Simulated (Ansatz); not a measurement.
C2F3, SMILES F[C]=C(F)F, multiplicity 2.

The structure is a stationary point at B3LYP-D3(BJ)/def2-SVP. The isomer is the one that the SMILES or the coordinates give; other isomers of the formula were not compared.

Two levels are set side by side: PBE/def2-SVPD (Ansatz, a program for electronic structure) and CAM-B3LYP/def2-SVPD (Ansatz). Energy differences of separate SCF runs at the same geometry; the states with an electron removed or added have multiplicity 3 and 1. Differences are taken from unrounded values.

```
quantity                         CAM-B3LYP    PBE  PBE minus CAM-B3LYP
-------------------------------  ---------  -----  -------------------
vertical ionisation energy (eV)      10.66  10.26                -0.40
vertical electron affinity (eV)       1.58   1.33                -0.24
```
